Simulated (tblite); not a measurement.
Compound: C6H5Br.
Atom-mapped SMILES: `[CH2:1]=[C:2]1[CH:3]=[CH:4][C:5]([Br:6])=[CH:7]1` (hydrogens: H8, H9 on C1; H10 on C3; H11 on C4; H12 on C7)

Computed with GFN2-xTB (tblite), gas phase: L-BFGS steps from a force-field or distance-geometry start until the largest atomic force falls under 0.01 eV/Å.

Step 9: E = -528.1908 eV
```
atom  x, y, z in Å  |  force x, y, z in eV/Å
C1      1.9012    0.2097    0.7725    0.053   0.011   0.017
C2      0.6705    0.0797    0.2684    0.002   0.040  -0.032
C3     -0.0032    1.0354   -0.6156    0.007   0.017  -0.013
C4     -1.2238    0.5646   -0.9162   -0.024  -0.080   0.045
C5     -1.3811   -0.7149   -0.2329    0.074  -0.074   0.079
Br6    -2.9288   -1.7837   -0.3293   -0.022   0.075  -0.058
C7     -0.2708   -1.0153    0.4697    0.021   0.080  -0.027
H8      2.5082    1.0733    0.5489   -0.045  -0.029  -0.003
H9      2.3457   -0.5304    1.4184   -0.074  -0.014  -0.025
H10     0.4482    1.9516   -0.9453   -0.021   0.013  -0.015
H11    -1.9796    1.0118   -1.5375    0.042  -0.040   0.040
H12    -0.0853   -1.8825    1.0728   -0.012   0.001  -0.010
```

Step 10: E = -528.1919 eV
```
atom  x, y, z in Å  |  force x, y, z in eV/Å
C1      1.9027    0.2102    0.7728   -0.062  -0.010  -0.025
C2      0.6713    0.0810    0.2679    0.036   0.048  -0.019
C3     -0.0027    1.0367   -0.6161   -0.037  -0.011  -0.017
C4     -1.2237    0.5628   -0.9151    0.025  -0.042   0.046
C5     -1.3804   -0.7165   -0.2314    0.010  -0.025   0.019
Br6    -2.9317   -1.7808   -0.3326   -0.003   0.072  -0.047
C7     -0.2705   -1.0142    0.4694    0.099  -0.010   0.062
H8      2.5093    1.0716    0.5504   -0.007   0.031  -0.020
H9      2.3446   -0.5296    1.4176   -0.045  -0.060   0.016
H10     0.4480    1.9537   -0.9467   -0.036  -0.013  -0.007
H11    -1.9809    1.0074   -1.5355    0.033  -0.025   0.027
H12    -0.0849   -1.8830    1.0731   -0.012   0.046  -0.035
```

Step 11: E = -528.1928 eV
```
atom  x, y, z in Å  |  force x, y, z in eV/Å
C1      1.9033    0.2105    0.7729   -0.089  -0.011  -0.036
C2      0.6723    0.0829    0.2671    0.020   0.022  -0.008
C3     -0.0035    1.0371   -0.6169    0.043   0.028  -0.002
C4     -1.2227    0.5604   -0.9130   -0.055  -0.012  -0.012
C5     -1.3793   -0.7183   -0.2297    0.004   0.002   0.002
Br6    -2.9339   -1.7771   -0.3359    0.008   0.062  -0.035
C7     -0.2686   -1.0131    0.4700    0.089  -0.048   0.075
H8      2.5096    1.0707    0.5511    0.022   0.062  -0.026
H9      2.3425   -0.5301    1.4170   -0.029  -0.079   0.035
H10     0.4472    1.9554   -0.9480   -0.059  -0.047   0.002
H11    -1.9811    1.0038   -1.5336    0.038  -0.026   0.031
H12    -0.0848   -1.8827    1.0728    0.008   0.046  -0.025
```

Step 12: E = -528.1937 eV
```
atom  x, y, z in Å  |  force x, y, z in eV/Å
C1      1.9034    0.2107    0.7727   -0.066  -0.005  -0.029
C2      0.6731    0.0851    0.2659    0.015  -0.005   0.010
C3     -0.0038    1.0378   -0.6177    0.029   0.009   0.005
C4     -1.2226    0.5577   -0.9109   -0.028   0.023  -0.024
C5     -1.3774   -0.7204   -0.2275   -0.015   0.035  -0.025
Br6    -2.9360   -1.7720   -0.3400    0.018   0.044  -0.019
C7     -0.2657   -1.0121    0.4712    0.053  -0.065   0.063
H8      2.5102    1.0706    0.5514    0.032   0.060  -0.021
H9      2.3397   -0.5319    1.4168   -0.024  -0.066   0.029
H10     0.4453    1.9562   -0.9493   -0.058  -0.039  -0.003
H11    -1.9808    0.9996   -1.5311    0.008  -0.013   0.011
H12    -0.0843   -1.8820    1.0724    0.036   0.024   0.003
```

**Question.** Estimate the geometry and energy of step 13. (The exact step hangs on the optimiser's Hessian estimate; all steps are aligned on step 12, rigid shifts and turns removed.)

**Answer.** E = -528.1943 eV, largest force 0.062 eV/Å
```
atom  x, y, z in Å  |  force x, y, z in eV/Å
C1      1.9031    0.2109    0.7724   -0.004   0.004  -0.005
C2      0.6736    0.0863    0.2652    0.002  -0.023   0.016
C3     -0.0041    1.0381   -0.6182    0.019  -0.007   0.012
C4     -1.2224    0.5563   -0.9097   -0.013   0.029  -0.024
C5     -1.3760   -0.7211   -0.2263   -0.002   0.034  -0.017
Br6    -2.9372   -1.7676   -0.3433    0.019   0.028  -0.009
C7     -0.2635   -1.0119    0.4724   -0.003  -0.035   0.016
H8      2.5113    1.0712    0.5516    0.016   0.028  -0.010
H9      2.3375   -0.5339    1.4171   -0.031  -0.034   0.007
H10     0.4431    1.9563   -0.9503   -0.045  -0.019  -0.010
H11    -1.9811    0.9963   -1.5293   -0.012   0.002  -0.006
H12    -0.0832   -1.8814    1.0724    0.054  -0.007   0.030
```

The energy changes by -0.0005 eV. The first-order estimate −F·Δx gives -0.0008 eV and the mean of the old and new forces, exact on a quadratic surface, -0.0005 eV. The step makes an angle of 65° with the force vector and moves no atom by more than 0.006 Å.

The cost below is that of the whole relaxation. The run took 0.14 s wall on one thread of an Arm Neoverse V2, shared host with 96 logical CPUs at a one-minute load of 53.
